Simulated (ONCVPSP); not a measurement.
# Transferability test, ONCV potential for lithium (Li)

```json
{
 "Element": "lithium",
 "Generator": "ONCVPSP 4.0.1",
 "Type": "optimised norm-conserving Vanderbilt (ONCV)",
 "Functional": "LDA (Perdew-Zunger)",
 "Relativity": "scalar-relativistic",
 "Frozen core": "none",
 "Valence charge": "3",
 "Reference configuration": "1s2 (charge +1)",
 "Partial waves": "1s: rc 0.40 bohr, ncon 5, nbas 9, qcut 16.9 1/bohr, 2 projectors, debl 3.4 Ha; p scattering state at 0.22 Ha: rc 0.40 bohr, ncon 4, nbas 7, qcut 21.7 1/bohr, 2 projectors, debl 3.9 Ha; d scattering state at 0.21 Ha: rc 0.45 bohr, ncon 4, nbas 8, qcut 20.4 1/bohr, 2 projectors, debl 1.1 Ha",
 "Local potential": "polynomial inside 0.35 bohr (lpopt 4, dvloc0 -1 Ha)",
 "Core correction": "none"
}
```

Energies are relative to the spin-unpolarised reference configuration 1s2; without spin polarisation the order of configurations can differ from experiment.

Give the all-electron excitation energy and the error of the potential for: 1s2 2s1; 1s2 2s0.5; 1s2 2p1; 1s1 2s1.

```tsv
valence configuration	charge	ΔE all-electron (eV)	error AE − PS (meV)
1s2 2s1	0	-5.239	+0.2
1s2 2s0.5	+0.5	-3.195	+0.1
1s2 2p1	0	-3.486	0.0
1s1 2s1	+1	62.138	+13
```

Levels in the configuration 1s2 2p1:

```csv
level,all-electron (eV),pseudo (eV)
1s,-52.544,-52.547
2p,-1.583,-1.583
```

Note: ghosts flagged at negative energy: d at -13253.8 eV; no localised positive-energy state flagged. A true bound ghost makes a file unfit for plane-wave use.
